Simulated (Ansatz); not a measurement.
A nudged elastic band was laid between two geometries of CH5SSb (8 atoms, charge 0, multiplicity 1).

Computed with RKS B3LYP/def2-SVP in Ansatz.

* movable images: 9
* climbing image: yes
* spring: 5.0 eV/Å²
* optimiser: quadratic models (default)
* start path: through a guess of the saddle point
* force threshold: 0.05 eV/Å
* iteration limit: 60
* end points: relaxed

First end point:

```xyz
8
Properties=species:S:1:pos:R:3
C -0.742 0.827 -0.401
Sb 1.361 0.193 -0.444
S 1.406 -0.940 1.769
H -0.843 1.631 0.342
H -1.398 -0.010 -0.129
H -1.024 1.210 -1.394
H 1.001 -1.235 -1.354
H 0.332 -1.735 1.556
```

Last end point:

```xyz
8
Properties=species:S:1:pos:R:3
C -1.010 1.092 -0.512
Sb 0.371 -0.382 -1.427
S 1.076 -1.144 0.987
H -0.490 1.839 0.104
H -1.825 0.621 0.055
H -1.452 1.613 -1.378
H 2.436 -1.193 1.043
H 0.986 -2.502 1.071
```

What changes between the two ends?

Bonds broken: Sb2–H7. Bonds formed: S3–H7.

What energy profile does the band end with?

The forces met the threshold. The highest image is number 5 of 0 to 10, 179.4 kJ/mol above the first end and 26.5 kJ/mol above the last; the last end lies 152.9 kJ/mol above the first. The profile has 2 maxima (images 5, 8) with wells between them (image 6): this band takes more than one step, which may be the mechanism or a detour left from its start path. A vibrational analysis at the climbing image gives one clearly imaginary mode, 257i cm⁻¹: a first-order saddle point. The orbitals stay closed-shell, which can raise the energy where a bond breaks towards radicals; this wasn't checked here.

```json
{"image": "0", "path coordinate (Å)": "0.00", "energy (kJ/mol)": "0.0", "Sb2–H7 (Å)": "1.73", "S3–H7 (Å)": "3.16"}
{"image": "1", "path coordinate (Å)": "0.44", "energy (kJ/mol)": "0.7", "Sb2–H7 (Å)": "1.73", "S3–H7 (Å)": "3.14"}
{"image": "2", "path coordinate (Å)": "0.88", "energy (kJ/mol)": "18.8", "Sb2–H7 (Å)": "1.71", "S3–H7 (Å)": "2.77"}
{"image": "3", "path coordinate (Å)": "1.32", "energy (kJ/mol)": "82.3", "Sb2–H7 (Å)": "1.72", "S3–H7 (Å)": "2.29"}
{"image": "4", "path coordinate (Å)": "1.76", "energy (kJ/mol)": "163.0", "Sb2–H7 (Å)": "1.90", "S3–H7 (Å)": "1.79"}
{"image": "5", "path coordinate (Å)": "2.20", "energy (kJ/mol)": "179.4", "Sb2–H7 (Å)": "2.38", "S3–H7 (Å)": "1.41"}
{"image": "6", "path coordinate (Å)": "3.19", "energy (kJ/mol)": "156.3", "Sb2–H7 (Å)": "3.21", "S3–H7 (Å)": "1.36"}
{"image": "7", "path coordinate (Å)": "4.17", "energy (kJ/mol)": "163.6", "Sb2–H7 (Å)": "3.40", "S3–H7 (Å)": "1.36"}
{"image": "8", "path coordinate (Å)": "5.16", "energy (kJ/mol)": "165.6", "Sb2–H7 (Å)": "3.25", "S3–H7 (Å)": "1.36"}
{"image": "9", "path coordinate (Å)": "6.14", "energy (kJ/mol)": "156.6", "Sb2–H7 (Å)": "3.17", "S3–H7 (Å)": "1.35"}
{"image": "10", "path coordinate (Å)": "7.12", "energy (kJ/mol)": "152.9", "Sb2–H7 (Å)": "3.32", "S3–H7 (Å)": "1.36"}
```

What is the geometry of the highest image?


```xyz
8
Properties=species:S:1:pos:R:3
C -0.837 0.877 -0.411
Sb 1.238 0.487 -1.061
S 1.632 -1.306 1.134
H -0.878 1.448 0.527
H -1.443 -0.037 -0.338
H -1.268 1.504 -1.212
H 1.325 -1.716 -0.175
H 0.323 -1.314 1.480
```

The band took 24 iterations and about 6 core-minutes.

Time of the run: 3 min on 2 threads of AMD EPYC 9R45 96-Core Processor (Zen 5) (shared host), peak memory 0.19 GiB.
